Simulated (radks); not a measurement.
The numbers below are computed, except where a source is named.
The palladium ion Pd42+, 4 electrons, occupied as [He] 2s2 (the NIST ground configuration).

Code: a radial shooting solver on a logarithmic mesh with Libxc functionals. Model: scalar-relativistic Kohn-Sham, LB94 model potential, spin-polarised, spherical densities, finite nucleus; Fermi nuclear charge, rms radius 4.5318 fm.

Energy parts (hartree):
| part | energy |
|---|---|
| kinetic | 2807.16610 |
| electron-nucleus | -5533.96960 |
| Hartree | 112.46059 |
(The LB94 potential has no energy functional, so no total or exchange-correlation energy is given.)

Orbitals (lengths in bohr, moments of r in powers of bohr):
orbital,occ.,eigenvalue (hartree),<r^2>
1s,2,-1036.592,0.001351
2s,2,-248.2010,0.01975

The highest occupied level is 2s at -6753.9 eV. The density falls to 0.001 e/bohr^3 at r = 0.45 bohr. The electron density at the nucleus is 1.356e+05 e/bohr^3 (large components only). Summed over all electrons, <r^2> = 0.04221 bohr^2, which gives a Langevin (diamagnetic) susceptibility term of -0.0334 x 10^-6 cm^3/mol. For comparison, the ionisation energy in NIST's Atomic Spectra Database is 6759 eV (semi-empirical). In exact Kohn-Sham theory the highest level is minus the ionisation energy, but local and semilocal functionals leave it too shallow, through self-interaction and a potential that decays too fast; potentials with the right tail come closer.
